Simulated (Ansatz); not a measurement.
Reaction (formal exchange of groups at a C–Si bond): `C#C[SiH](F)Cl` + `C[SiH2]F` → `C#CC[SiH2]F` + `F[SiH2]Cl`

Isolated molecules relaxed with PBE0-D4/def2-TZVP in Ansatz; ΔE leaves out vibrations. CBS: MP2 limit from def2 TZ/QZ plus the TZ coupled-cluster correction, frozen cores. This one scheme is used for every species. One conformer a species, not always the lowest.

| level | ΔE (kcal/mol) |
| --- | --- |
| MP2/def2-SVP | 13.7 |
| HF/def2-QZVPP | 14.7 |

(1) What does CCSD(T)/CBS give? (Best estimate.)

Largest T1 diagnostic among the species: 0.012.

Results:

(1) The calculation gave: +15.6 kcal/mol. The listed levels differ from it by -1.9, -0.9 kcal/mol.

At CCSD(T), def2-SVP lies −2.4 kcal/mol from the extrapolated value and def2-TZVPP −0.1 kcal/mol. In def2-TZVPP, CCSD(T) changes the Hartree–Fock value by +0.8 kcal/mol (the triples alone add +0.2 kcal/mol) and MP2 by +0.9 kcal/mol.
